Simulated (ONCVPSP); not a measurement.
## Reading a pseudo-wave (H (Z = 1))

Columns: radius, all-electron u(r) and pseudo u(r) of the 1s shell (level -12.34 eV) of hydrogen in the configuration 1s0.5; LDA (Perdew-Zunger), scalar-relativistic, ONCV scheme, ONCVPSP 4.0.1.

| r (bohr) | all-electron | pseudo |
| --- | --- | --- |
| 0.068 | 0.1318 | 0.1122 |
| 0.135 | 0.2447 | 0.2190 |
| 0.202 | 0.3421 | 0.3188 |
| 0.270 | 0.4268 | 0.4103 |
| 0.338 | 0.4985 | 0.4901 |
| 0.405 | 0.5578 | 0.5565 |
| 0.473 | 0.6077 | 0.6115 |
| 0.540 | 0.6477 | 0.6544 |
| 0.608 | 0.6802 | 0.6878 |
| 0.675 | 0.7049 | 0.7120 |
| 0.742 | 0.7234 | 0.7291 |
| 0.810 | 0.7363 | 0.7404 |
| 0.878 | 0.7442 | 0.7468 |
| 0.945 | 0.7476 | 0.7491 |
| 1.013 | 0.7472 | 0.7479 |
| 1.080 | 0.7435 | 0.7438 |
| 1.148 | 0.7369 | 0.7369 |
| 1.215 | 0.7278 | 0.7278 |
| 1.283 | 0.7165 | 0.7165 |
| 1.350 | 0.7036 | 0.7036 |
| 1.418 | 0.6890 | 0.6890 |
| 1.485 | 0.6734 | 0.6734 |
| 1.553 | 0.6565 | 0.6565 |
| 1.620 | 0.6390 | 0.6390 |
| 1.688 | 0.6207 | 0.6207 |
| 1.755 | 0.6022 | 0.6022 |

(1) How many radial nodes do the two functions have?

(2) At about which radius was the pseudo-wave matched?

(3) Where does each function peak?

(4) Is the pseudo-wave norm-conserving?

Answers

(1) The all-electron 1s function has n − l − 1 = 0; the pseudo-wave has 0.

(2) 1.35 bohr. The columns agree to 0.0005 from 1.08 bohr on; several derivatives are matched, so the curves merge somewhat inside the radius.

(3) Outermost all-electron maximum near 0.94 bohr, pseudo maximum near 0.94 bohr (to the table’s step).

(4) Yes: the ONCV scheme keeps the norm inside the radius equal to the all-electron one, which fixes the energy derivative of the logarithmic derivative at the level.
